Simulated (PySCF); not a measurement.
Si(H)2(OH)(SMe) (CH₆OSSi), SMILES CS[SiH2]O. Atoms are numbered in the order given.

```xyz
10

Si     0.9130    -0.2975    -0.5290
O      1.8375    -0.6727     0.8023
S     -0.7872     0.9437    -0.1642
C     -1.9721    -0.2810     0.4837
H      0.4066    -1.5535    -1.1672
H      1.7969     0.4892    -1.4230
H      1.4484    -1.2564     1.4595
H     -2.0458    -1.1562    -0.1780
H     -1.7069    -0.6034     1.5004
H     -2.9520     0.2130     0.5216
```

The structure is a stationary point at PBE0-D3(BJ)/def2-SVP. The values are those of a single conformer.

Calculation: PBE0/def2-TZVP (PySCF).

Atomic charges (e):

```json
[
 {"atom": "Si1", "meta-Löwdin": "0.80", "Mulliken": "___"},
 {"atom": "O2", "meta-Löwdin": "-0.75", "Mulliken": "___"},
 {"atom": "S3", "meta-Löwdin": "-0.18", "Mulliken": "-0.20"},
 {"atom": "C4", "meta-Löwdin": "-0.40", "Mulliken": "-0.36"},
 {"atom": "H5", "meta-Löwdin": "-0.12", "Mulliken": "___"},
 {"atom": "H6", "meta-Löwdin": "-0.09", "Mulliken": "___"},
 {"atom": "H7", "meta-Löwdin": "0.35", "Mulliken": "0.32"},
 {"atom": "H8", "meta-Löwdin": "0.13", "Mulliken": "0.15"},
 {"atom": "H9", "meta-Löwdin": "0.12", "Mulliken": "0.14"},
 {"atom": "H10", "meta-Löwdin": "0.14", "Mulliken": "0.16"}
]
```

### Question
Some entries are withheld; supply them. (Estimate from the structure and the level; the computed values follow.)

### Answer

- Si1, Mulliken: 0.38
- O2, Mulliken: -0.52
- H5, Mulliken: -0.04
- H6, Mulliken: -0.02

### Question
Give the Mayer and Wiberg (Löwdin basis) orders of the bonds. (An estimate is asked for; the answer gives what the named calculation found.)

### Answer

```json
[
 {"bond": "Si1–O2", "Mayer": "1.19", "Wiberg": "1.70"},
 {"bond": "Si1–S3", "Mayer": "1.18", "Wiberg": "1.57"},
 {"bond": "S3–C4", "Mayer": "1.02", "Wiberg": "1.46"},
 {"bond": "Si1–H5", "Mayer": "0.92", "Wiberg": "0.93"},
 {"bond": "Si1–H6", "Mayer": "0.95", "Wiberg": "0.94"},
 {"bond": "O2–H7", "Mayer": "0.88", "Wiberg": "1.02"},
 {"bond": "C4–H8", "Mayer": "0.95", "Wiberg": "0.94"},
 {"bond": "C4–H9", "Mayer": "0.96", "Wiberg": "0.94"},
 {"bond": "C4–H10", "Mayer": "0.95", "Wiberg": "0.93"}
]
```
